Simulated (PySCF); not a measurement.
O3Sn, SMILES [O]=[Sn]1[O][O]1.

The structure is a stationary point at PBE-D3(BJ)/def2-SVP. The def2 effective core potentials stand for the cores of Sn; spin–orbit coupling is left out.

These are PBE-D3(BJ)/def2-SVP (PySCF) values and carry that method's errors.

Frequencies are harmonic and unscaled.

### Question
Estimate the vibrational spectrum. (Estimate from the structure and the level; the computed values follow.)

### Answer

```json
[
 {"mode": "1", "ν (cm⁻¹)": "118", "IR (km/mol)": "30.0", "moving atoms (share of kinetic energy)": "O 77 %, Sn 23 %"},
 {"mode": "2", "ν (cm⁻¹)": "130", "IR (km/mol)": "25.9", "moving atoms (share of kinetic energy)": "O 73 %, Sn 27 %"},
 {"mode": "3", "ν (cm⁻¹)": "519", "IR (km/mol)": "21.5", "moving atoms (share of kinetic energy)": "O 90 %, Sn 10 %"},
 {"mode": "4", "ν (cm⁻¹)": "544", "IR (km/mol)": "10.4", "moving atoms (share of kinetic energy)": "O 96 %"},
 {"mode": "5", "ν (cm⁻¹)": "725", "IR (km/mol)": "1.6", "moving atoms (share of kinetic energy)": "O 100 %"},
 {"mode": "6", "ν (cm⁻¹)": "812", "IR (km/mol)": "24.2", "moving atoms (share of kinetic energy)": "O 82 %, Sn 18 %"}
]
```
